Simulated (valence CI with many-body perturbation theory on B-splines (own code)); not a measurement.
## Os⁴⁵⁺: calculated level list

Level of theory: relativistic CI+MBPT: three valence electrons over a frozen Dirac-Fock core [Ar] 3d10, radial functions for each j: 11 s, 11 p, 9 d, 7 f, 5 g, 2 h, 1 i, with the one-electron correlation potential Σ1 (screened to all orders), the two-electron term Σ2, the three-electron term Σ3, Breit, model QED; selected single and double excitations, second order for the rest (own B-spline code, finite nucleus).

No measured spectrum was set against this ion. As an estimate, large intervals hold to a few tenths of a per cent, small ones and those within an open d or f shell to about a per cent.

Levels 46 to 67 of 67, with energies above the lowest level, (4s^2 4p1/2) J=1/2. "Leading %" is the weight of the configuration and term that name the level; weights of strongly mixed levels are sums over their largest components and can fall short. In the jj column 3d3/2^4 stands for four electrons in 3d with j = 3/2.

```csv
No.,Configuration,Term,J,E (× 10³ cm⁻¹),Leading %,Second component,g,Leading jj
46,4s4p4f,⁴G,7/2,4604.1,23,20 % 4s4p4f ²G,1.000,4s 4p1/2 4f5/2 (77 %)
47,4s4p4f,⁴F,7/2,4641.9,30,27 % 4s4p4f ⁴D,1.184,4s 4p1/2 4f7/2 (94 %)
48,4s4p4f,⁴G,5/2,4656.7,23,22 % 4s4p4f ²D,0.971,4s 4p1/2 4f5/2 (88 %)
49,4s4p4f,⁴F,3/2,4666.1,51,28 % 4s4p4f ²D,0.657,4s 4p1/2 4f5/2 (87 %)
50,4s4p4f,⁴G,9/2,4698.1,34,34 % 4s4p4f ²G,1.196,4s 4p1/2 4f7/2 (96 %)
51,4s4p4f,⁴D,7/2,4704.2,25,24 % 4s4p4f ²G,1.116,4s 4p1/2 4f7/2 (82 %)
52,4p²4d,⁴F,5/2,4705.9,20,17 % 4s4p4f ⁴F,1.029,4s 4p1/2 4f7/2 (51 %)
53,4p²4d,²F,5/2,4731.9,30,17 % 4s4p4f ²F,0.996,4p1/2 4p3/2 4d3/2 (52 %)
54,4p²4d,⁴D,1/2,4732.7,82,15 % 4p²4d ²P,0.159,4p1/2 4p3/2 4d3/2 (99 %)
55,4p²4d,⁴F,3/2,4735.1,37,24 % 4p²4d ⁴D,0.889,4p1/2 4p3/2 4d3/2 (90 %)
56,4p²4d,²G,7/2,4810.0,24,20 % 4p²4d ²F,1.060,4p1/2 4p3/2 4d3/2 (59 %)
57,4p²4d,²D,3/2,4865.3,41,26 % 4p²4d ²P,1.135,4p1/2 4p3/2 4d3/2 (92 %)
58,4p²4d,⁴P,1/2,4884.1,37,30 % 4p²4d ²P,1.771,4p1/2 4p3/2 4d3/2 (95 %)
59,4p²4d,⁴P,5/2,4891.0,31,21 % 4p²4d ⁴F,1.231,4p1/2 4p3/2 4d3/2 (67 %)
60,4p²4d,⁴D,7/2,4926.0,45,35 % 4p²4d ⁴F,1.306,4p1/2 4p3/2 4d5/2 (95 %)
61,4p²4d,²G,9/2,4949.8,59,34 % 4p²4d ⁴F,1.184,4p1/2 4p3/2 4d5/2 (93 %)
62,4p²4d,²P,3/2,4971.8,49,28 % 4p²4d ⁴P,1.387,4p1/2 4p3/2 4d5/2 (94 %)
63,4p²4d,²D,5/2,4982.8,42,26 % 4p²4d ²F,1.141,4p1/2 4p3/2 4d5/2 (91 %)
64,4p²4d,²F,7/2,5075.7,48,25 % 4p²4d ²G,1.080,4p1/2 4p3/2 4d5/2 (80 %)
65,4p²4d,²D,3/2,5092.4,62,15 % 4p²4d ²P,0.907,4p1/2 4p3/2 4d5/2 (93 %)
66,4p²4d,²D,5/2,5095.3,32,25 % 4p²4d ⁴P,1.179,4p1/2 4p3/2 4d5/2 (78 %)
67,4p²4d,²P,1/2,5098.3,58,34 % 4p²4d ²S,1.149,4p1/2 4p3/2 4d5/2 (94 %)
```
